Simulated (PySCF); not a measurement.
# Correlation energy of As²⁺ (arsenic, charge +2)

[Ar] 3d10 4s1 4p2, high-spin 4P determinant (an excited configuration). Computed with PySCF 2.14 in x2c-TZVPPall (6s5p4d1f, 48 functions), with the spin-free X2C one-electron Hamiltonian (Gaussian nucleus). Frozen: [Ne]; 21 electrons correlated.

| level | correlation energy (mhartree) |
| --- | --- |
| CCSD | -238.67 |
| (T) | -4.19 |
| CCSD(T) | -242.86 |

Diagnostics: T1 = 0.0050, D1 = 0.0110, largest double amplitude 0.045.

Cost of the coupled-cluster step: of the order of 3 core-seconds, for 21 correlated electrons.

This basis was not built for core-valence correlation, so the inner-shell part is incomplete.
